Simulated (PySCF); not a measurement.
Si2B2Cl2O6

Si2B2Cl2O6 is a molecule drawn as a unit of a network glass or zeolite (built as: B3 Si B3 Si, Cl ends, O bridges), neutral, singlet. The structure was relaxed in the gas phase by PBE0-D3(BJ)/def2-SVP. No frequency run checks that it is a minimum.

SMILES: Cl[Si]12OB3OB(O1)O[Si](Cl)(O3)O2

```xyz
12

Cl    2.707    1.593   -0.869
Si    0.834    0.975   -0.551
O     0.272    1.218    1.013
B    -1.044    0.784    0.950
O    -1.301   -0.577    1.026
Si   -0.998   -1.115   -0.536
Cl   -1.366   -3.056   -0.839
O     0.586   -0.658   -0.819
O    -1.899   -0.074   -1.498
B    -1.517    1.182   -1.051
O    -1.943    1.566    0.222
O    -0.325    1.721   -1.513
```
(Å; atoms numbered from 1)

Shieldings: GIAO PBE0/pcSseg-1. Shifts are against computed references at the same level: Si TMS (σ 352.0 ppm). Core levels by delta-SCF with SCAN, pcX-2 on the ionised atom and pcseg-1 elsewhere, spin-free X2C (2p3/2 is the spin-free 2p value less a third of a first-order spin-orbit splitting); from the vacuum level, for chosen atoms.

**Question.** Give the shieldings and core levels atom by atom.

**Answer.** 
| atoms | bonded to | σ (ppm) | δ (ppm) | core level (eV) |
| --- | --- | --- | --- | --- |
| Cl1 Cl7 | 1 Si | 924.0 | - | 2p3/2 207.53 |
| Si2 Si6 | 1 Cl + 3 O | 407.9 | -55.9 | 2p3/2 110.25 |
| O3 O5 O9 O12 | 1 B + 1 Si | 133.8 | - | 1s 539.22 |
| B4 B10 | 3 O | 75.8 | - | 1s 200.04 |
| O8 | 2 Si | 194.5 | - | - |
| O11 | 2 B | 79.3 | - | 1s 539.22 |

Values are those of this one static structure; atoms that internal rotation interchanges would show their mean in an NMR spectrum.

**Question.** By CAM-B3LYP/def2-SVPD (TDDFT singlets, Tamm-Dancoff triplets, ionisation by delta-SCF), where does absorption start, and what does vertical ionisation take?

**Answer.** The lowest singlet lies at 5.69 eV (f 0.001), the strongest of the first 6 at 6.65 eV (f 0.001), the lowest triplet at 5.49 eV; vertical ionisation takes 11.68 eV.
